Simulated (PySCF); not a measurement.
Identify the unknown among the candidates.

All candidates are C3H7ClOSi.

* Rotational structure: rotational constants A, B, C: 7.075, 0.883, 0.811 GHz [GFN2-xTB]
* Dipole: 2.34 D [wB97X-D/def2-SVPD]
* Triplet: lowest triplet excitation (Tamm–Dancoff): 4.63 eV [TDA wB97X-D/def2-SVPD]
* 13C NMR: chemical shifts (computed TMS as zero) by class: 146.8 (1 C), 122.3 (1 C), 68.6 (1 C) ppm [GIAO PBE0/pcSseg-1]
* 1H NMR: chemical shifts (computed TMS as zero) by class: 6.37 (1 H), 5.52 (1 H), 5.44 (1 H), 5.34 (2 H), 4.52 (2 H) ppm [GIAO PBE0/pcSseg-1]
* UV, strongest line: among the 8 lowest singlet transitions: S2 at 7.56 eV (164 nm, f = 0.272) [TDDFT wB97X-D/def2-SVPD]
* NMR, other nuclei: isotropic shieldings of nuclei other than C and H, by class: 294 (1 O), 368 (1 Si), 943 (1 Cl) ppm [GIAO PBE0/pcSseg-1]
* Polarisability: 78.7 au [wB97X-D/def2-SVPD]
* UV, first state: lowest singlet excitation: 7.22 eV (172 nm, f = 0.103) [TDDFT wB97X-D/def2-SVPD]

Gas-phase values; electronic properties from PySCF, density fitting. Levels stand in brackets. Geometry: GFN2-xTB, one conformer, isolated molecule. GFN2-xTB frequencies show an imaginary mode (24i cm⁻¹), so this geometry is no minimum at that level. Each NMR value is the plain mean over a class of atoms that symmetry, rotation or inversion makes alike.

Question: Which candidate is it?
A. `C=CCO[SiH2]Cl`
B. `O[SiH2][C@@H]1C[C@H]1Cl`
C. `[SiH3]O/C=C\CCl`

Answer: A. It is `C=CCO[SiH2]Cl`. Numbering: `[CH2:1]=[CH:2][CH2:3][O:4][SiH2:5][Cl:6]`. Its formula, C3H7ClOSi, gives 1 degree of unsaturation: 0 rings and 1 π bond in the structure found. 3 carbons fall into 3 classes; from least to most shielded: alkene CH carbon [C2] (146.8 ppm), terminal =CH2 carbon [C1] (122.3 ppm), sp3 carbon bound to oxygen [C3] (68.6 ppm). Hydrogen classes from least to most shielded: 1 H on an alkene CH carbon, C2 (6.37 ppm), 1 H on a terminal =CH2 carbon, C1 (5.52 ppm), 1 H on a terminal =CH2 carbon, C1 (5.44 ppm), 2 H on a chlorine-bound silicon, Si5 (5.34 ppm), 2 H on an sp3 carbon bound to oxygen, C3 (4.52 ppm). The other shieldings belong to: 294 ppm, silyl ether oxygen [O4]; 368 ppm, chlorine-bound silicon [Si5]; 943 ppm, silicon-bound chlorine [Cl6]. The optimised geometry has point group C1 and is an asymmetric top.

The others, at the same levels:
- `[SiH3]O/C=C\CCl` fails: its computed 13C shifts are 147.7 (1 C), 117.3 (1 C), 43.1 (1 C) ppm, 1H shifts are 6.39 (1 H), 5.06 (1 H), 5.03 (3 H), 4.43 (2 H) ppm and smallest rotational constant is 0.755 GHz (against 0.811 GHz).
- `O[SiH2][C@@H]1C[C@H]1Cl` fails: its computed 13C shifts are 36.2 (1 C), 13.9 (1 C), 10.2 (1 C) ppm, 1H shifts are 5.23 (1 H), 5.12 (1 H), 3.09 (1 H), 1.15 (1 H), 0.97 (1 H), 0.69 (1 H), -0.05 (1 H) ppm and rotational constant A is 5.670 GHz (against 7.075 GHz).

Each candidate is one conformer, not necessarily the lowest. The conformers computed, where there is a choice (atom-mapped SMILES and torsion angles):
- `[CH2:1]=[CH:2][CH2:3][O:4][SiH2:5][Cl:6]`: C1–C2–C3–O4 -132°, C2–C3–O4–Si5 -150°, C3–O4–Si5–Cl6 178°
- `[SiH3:1][O:2]/[CH:3]=[CH:4]\[CH2:5][Cl:6]`: Si1–O2–C3–C4 -179°, C3–C4–C5–Cl6 -119°
- `[OH:1][SiH2:2][C@@H:3]1[CH2:4][C@H:5]1[Cl:6]`: O1–Si2–C3–C4 33°, H–O1–Si2–C3 180°
